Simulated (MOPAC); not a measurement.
Job for MOPAC: PM7 on Al2+, 2S+1 = 2, a spin state set in the input, which need not be the lowest, a point of a bond scan (R = 3.010 Å). Charge +1.

```
PM7 1SCF PRECISE CHARGE=1 UHF MS=0.5 THREADS=1
Al2

Al     0.00000000 1     0.00000000 1     0.00000000 1
Al     0.00000000 1     0.00000000 1     3.00993400 1
```

Output:

```
*******************************************************************************
 **                                                                           **
 **                              MOPAC v23.2.5                                **
 **                                                                           **
 *******************************************************************************
 ** MOPAC's Digital Object Identifier: https://doi.org/10.5281/zenodo.6511958 **
 **                                                                           **
 ** Please cite the open-source release paper for use of this MOPAC version:  **
 ** J. E. Moussa and J. J. P. Stewart (2026)                                  **
 ** MOPAC: An open-source semiempirical molecular orbital program             **
 ** J. Open Source Softw., 11(119), 8025, https://doi.org/10.21105/joss.08025 **
 *******************************************************************************

                              PM7 CALCULATION RESULTS

 *******************************************************************************
 *  PM7        - The PM7 Hamiltonian to be used
 *  UHF        - UNRESTRICTED HARTREE-FOCK CALCULATION
 *
 *
 *
 *                 CHARGE ON SYSTEM = +1
 *
 *
 *
 *  MS=        - IN MECI, MAGNETIC COMPONENT OF SPIN =  0.5
 *  PRECISE    - TIGHTER CRITERIA TO BE USED
 *  1SCF       - DO 1 SCF AND THEN STOP
 *  THREADS=1  - MULTI-THREADING NOT USED
 *  T=         - A TIME OF 172800.0 SECONDS REQUESTED
 *  DUMP=N     - RESTART FILE WRITTEN EVERY 7200.0 SECONDS REQUESTED
 *******************************************************************************
PM7 1SCF PRECISE CHARGE=1 UHF MS=0.5 THREADS=1
 Al2

   ATOM   CHEMICAL          X               Y               Z
  NUMBER   SYMBOL      (ANGSTROMS)     (ANGSTROMS)     (ANGSTROMS)

     1      Al          0.00000000  *   0.00000000  *   0.00000000  *
     2      Al          0.00000000  *   0.00000000  *   3.00993400  *



          CARTESIAN COORDINATES

    NO.       ATOM           X           Y           Z

     1        Al          0.0000      0.0000      0.0000
     2        Al          0.0000      0.0000      3.0099

 General Reference for PM7:
 "Optimization of Parameters for Semiempirical Methods VI: More Modifications to the
 NDDO Approximations and Re-optimization of Parameters", J. J. P. Stewart, J. Mol. Mod., 1:32, 19 (2013)
 https://link.springer.com/article/10.1007/s00894-012-1667-x

           Empirical Formula: Al2  =     2 atoms



      MOLECULAR POINT GROUP   :   D*h


          UHF CALCULATION, NO. OF ALPHA ELECTRONS =    3
                           NO. OF BETA  ELECTRONS =    2

 -------------------------------------------------------------------------------
 PM7 1SCF PRECISE CHARGE=1 UHF MS=0.5 THREADS=1
 Al2



     1SCF WAS SPECIFIED, SO BFGS WAS NOT USED
     SCF FIELD WAS ACHIEVED


                              PM7 CALCULATION
                                                       MOPAC v23.2.5 Linux




          FINAL HEAT OF FORMATION =        322.56442 KCAL/MOL =    1349.60954 KJ/MOL


          COSMO AREA              =        116.77 SQUARE ANGSTROMS
          COSMO VOLUME            =        107.74 CUBIC ANGSTROMS

          IONIZATION POTENTIAL    =         13.974358 EV
          ALPHA SOMO LUMO (EV)    =        -13.974 -7.063
          BETA  SOMO LUMO (EV)    =        -17.242 -6.771
          NO. OF ALPHA ELECTRONS  =          3
          NO. OF BETA  ELECTRONS  =          2
          MOLECULAR WEIGHT        =         53.9631         POINT GROUP:  D*h

          MOLECULAR DIMENSIONS (Angstroms)

            Atom       Atom       Distance
           Al     2   Al     1     3.00993
           Al     2   Al     1     0.00000
           Al     1   Al     2     0.00000


          SCF CALCULATIONS        =          1





   ATOM   CHEMICAL          X               Y               Z
  NUMBER   SYMBOL      (ANGSTROMS)     (ANGSTROMS)     (ANGSTROMS)

     1      Al          0.00000000  *   0.00000000  *   0.00000000  *
     2      Al          0.00000000  *   0.00000000  *   3.00993400  *

                             CARTESIAN COORDINATES

   1   Al        0.000000000     0.000000000     0.000000000
   2   Al        0.000000000     0.000000000     3.009934000


           Empirical Formula: Al2  =     2 atoms



      MOLECULAR POINT GROUP   :   D*h


          ALPHA EIGENVALUES
 -20.87312 -18.52590 -13.97436  -7.06294  -7.06294  -6.11837  -6.11837  -5.58298
   7.47868   8.20082   8.20082  10.44776  10.44776  11.54904  11.54904  13.92286
  13.92286  14.24063


           BETA EIGENVALUES
 -20.81596 -17.24224  -6.77102  -6.74612  -6.74612  -5.88411  -5.88411  -4.78296
   8.36265   8.79352   8.79352  10.36451  10.36451  11.46666  11.46666  14.40119
  14.40119  15.85888


              NET ATOMIC CHARGES AND DIPOLE CONTRIBUTIONS

  ATOM NO.   TYPE          CHARGE      No. of ELECS.   s-Pop       p-Pop       d-Pop
    1         Al           0.500000        2.5000     1.98484     0.46717     0.04799
    2         Al           0.500000        2.5000     1.98484     0.46717     0.04799
 DIPOLE           X         Y         Z       TOTAL
 POINT-CHG.     0.000     0.000     0.000     0.000
 HYBRID         0.000     0.000    -0.000     0.000
 SUM            0.000     0.000     0.000     0.000


          ATOMIC ORBITAL ELECTRON POPULATIONS

     Atom    s        px        py        pz      x^2-y^2     xz        z^2       yz        xy
    1 Al   1.98484   0.00000   0.00000   0.46717   0.00000   0.00000   0.04799   0.00000   0.00000
    2 Al   1.98484   0.00000   0.00000   0.46717   0.00000   0.00000   0.04799   0.00000   0.00000


                    (SZ)    =    0.500000
                    (S**2)  =    0.762133


          ATOMIC ORBITAL SPIN POPULATIONS

    Atom   Total    s     px     py     pz   x^2-y^2  xz     z^2    yz     xy
         Atomic
    1 Al  0.5000 -0.000  0.000  0.000  0.458  0.000  0.000  0.042  0.000  0.000
    2 Al  0.5000 -0.000  0.000  0.000  0.458  0.000  0.000  0.042  0.000  0.000

 **********************
 *                    *
 * JOB ENDED NORMALLY *
 *                    *
 **********************




 == MOPAC DONE ==
```

The run finished.

Cost: roughly 0.020 core-seconds.
